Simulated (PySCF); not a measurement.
Computed shifts of a molecule C4H6BF, PBE/pcSseg-1 run with PySCF, GIAO, gas phase, equivalent atoms averaged, in ppm (number of nuclei): ¹³C: 105.8 (1), 91.9 (1), 21.0 (1), 11.8 (1). ¹⁹F: -24.4 (1). ¹H: 3.27 (1), 1.41 (3), 1.27 (2). References: ¹³C against TMS (σ = 182.0 ppm); ¹¹B against BF3 (σ = 83.9 ppm); ¹⁹F against CFCl3 (σ = 133.6 ppm); ¹H against TMS (σ = 31.49 ppm), references at their B3LYP-D3(BJ)/def2-TZVP geometries, non-relativistic. Coordinates come from a PBE0-D3(BJ)/def2-SVP optimisation. The values are those of a single conformer.

Q: Pick the molecule that these values belong to.
A) FB1CC=CC1
B) C#CB(F)CC
C) C=C1CB(F)C1
D) CB1C=C(F)C1

A: B, C#CB(F)CC
